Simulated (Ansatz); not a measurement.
This geometry of H3MgNOSi (7 atoms, charge 0, multiplicity 1) is a first-order saddle point.

Level of theory: Ansatz, RKS PBE0-D4/def2-SVP.

```xyz
7
Properties=species:S:1:pos:R:3
O -0.986 1.833 0.879
Si -0.071 0.458 0.906
N 0.312 -0.474 -0.310
Mg 0.879 -1.491 -1.785
H -1.920 1.826 1.105
H 0.392 0.276 2.308
H 1.394 -2.428 -3.103
```

Task: Which two structures does it join? (They come from a converged band through this point; their orientation in space is the band's.)

Result: No bond is made or broken. The dihedral H5–O1–Si2–N3 goes from 0 to 180°.

Image 0:

```xyz
7
Properties=species:S:1:pos:R:3
O -1.194 1.599 1.262
Si -0.048 0.434 1.025
N 0.265 -0.362 -0.304
Mg 0.814 -1.426 -1.749
H -1.723 1.798 0.480
H 0.594 0.337 2.357
H 1.294 -2.379 -3.070
```

Image 8:

```xyz
7
Properties=species:S:1:pos:R:3
O -1.357 1.535 0.690
Si -0.131 0.437 0.828
N 0.422 -0.511 -0.304
Mg 0.906 -1.533 -1.802
H -1.569 2.035 1.486
H 0.354 0.516 2.235
H 1.374 -2.478 -3.132
```

Task: How far does it lie above each of them?

Result: 6.7 kcal/mol above the first and 3.6 kcal/mol above the second. This is the barrier of this one path; another mechanism may lie lower.

The run took 4.2 min on 1 thread of Arm Neoverse V2, on a shared host, peak memory 0.25 GiB.
